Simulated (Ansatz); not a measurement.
Species, as SMILES: [SeH] (SeH), doublet.
Atoms: Se1, H2. Bonds: Se1-H2.

Basis-set convergence of the optimised Se1-H2 bond length at PBE with Ansatz (a first-principles code). All functions are spherical. The program fits the integrals of some runs and decomposes those of others, by size. Open shells are unrestricted. No added dispersion term, no relativity. Reference: the value in aug-cc-pV5Z, 1.4832 Å, itself unsure by roughly 0.0006 Å (its mean distance from pcseg-4, aug-pcseg-3, aug-cc-pVQZ). Deviations are taken from unrounded values.

```json
[
 {"basis": "pcseg-0", "functions": "24"},
 {"basis": "pcseg-1", "functions": "32"},
 {"basis": "aug-pcseg-1", "functions": "45"},
 {"basis": "pcseg-2", "functions": "57"},
 {"basis": "aug-pcseg-2", "functions": "82"},
 {"basis": "pcseg-3", "functions": "101"},
 {"basis": "aug-pcseg-3", "functions": "142"},
 {"basis": "pcseg-4", "functions": "172"}
]
```

**Question.** Which is the smallest pcseg set listed that can be trusted to 0.005 Å here, that is, within that of the reference together with its larger relatives (same family, alike in diffuse functions; a set with none to test it counts only in the reference's own line)?

**Answer.** The smallest set listed that lies within 0.005 Å of the reference with all its larger relatives (same family, alike in diffuse functions; a set with none counts only in the reference's own line) is pcseg-2 (57 functions, 0.0021 Å off). Value minus reference: pcseg-0 0.0298, pcseg-1 0.0073, aug-pcseg-1 0.0081, pcseg-2 0.0021, aug-pcseg-2 0.0016, pcseg-3 0.0008, aug-pcseg-3 0.0008, pcseg-4 0.0006 Å.
